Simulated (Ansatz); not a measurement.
Total energies of B6P6 from Ansatz at HF/def2-TZVP, gas phase (1 Eh = 27.2114 eV = 2625.5 kJ/mol). The reference geometry is relaxed at PBE-D4/def2-SVP.

Cartesian coordinates in Å:
```
B -0.1409 -1.7662 -1.1116
B 1.0631 0.4643 0.0170
B -1.0455 0.4416 -0.1323
B -0.0966 -0.2762 1.2017
B -0.1363 1.2766 1.2108
B -0.3005 1.8525 -0.5258
P 1.6451 -1.3533 -0.5760
P 0.3595 -2.1438 1.1894
P 1.6600 2.1688 -0.6332
P -1.8460 -0.8809 -1.2446
P 0.1531 3.1375 0.8163
P -1.3150 -2.9209 -0.2118
```

```json
{"state": "charge 0 singlet", "geometry": "reference", "energy (Eh)": "-2192.50608"}
{"state": "charge 1 doublet", "geometry": "reference", "energy (Eh)": "-2192.23778"}
{"state": "charge -1 doublet", "geometry": "reference", "energy (Eh)": "-2192.54575"}
{"state": "free B atom (doublet)", "geometry": "–", "energy (Eh)": "-24.53233"}
{"state": "free P atom (quartet)", "geometry": "–", "energy (Eh)": "-340.70986"}
```

Q: Work out the vertical ionisation energy to the doublet.

A: E(charge 1 doublet) − E(charge 0 singlet) = -2192.23778 − (-2192.50608) = 0.26830 Eh = 7.30 eV. For comparison, −ε of the highest occupied level is 8.29 eV at this level, 0.99 eV more.

Q: Work out the vertical electron affinity, to the doublet.

A: E(charge 0 singlet) − E(charge -1 doublet) = -2192.50608 − (-2192.54575) = 0.03967 Eh = 1.08 eV. The basis lacks diffuse functions, which makes affinities too small.

Q: Give the fundamental gap IE − EA, the Mulliken electronegativity (IE + EA)/2 and the hardness (IE − EA)/2.

A: From the values in Eh: IE − EA = 0.26830 − 0.03967 = 0.22863 Eh = 6.22 eV; (IE + EA)/2 = 4.19 eV; (IE − EA)/2 = 3.11 eV. The HOMO–LUMO gap of the same run is 8.29 eV, 2.07 eV larger than the fundamental gap.

Q: What is the binding energy per atom against free atoms?

A: Atoms: 6 × (-24.53233) + 6 × (-340.70986) = -2191.45314 Eh. Binding: -2191.45314 − (-2192.50608) = 1.05294 Eh = 28.65 eV, or 2.39 eV for each of 12 atoms (no zero-point energy, no counterpoise term).

The structure comes from a short search, and lower isomers may exist.
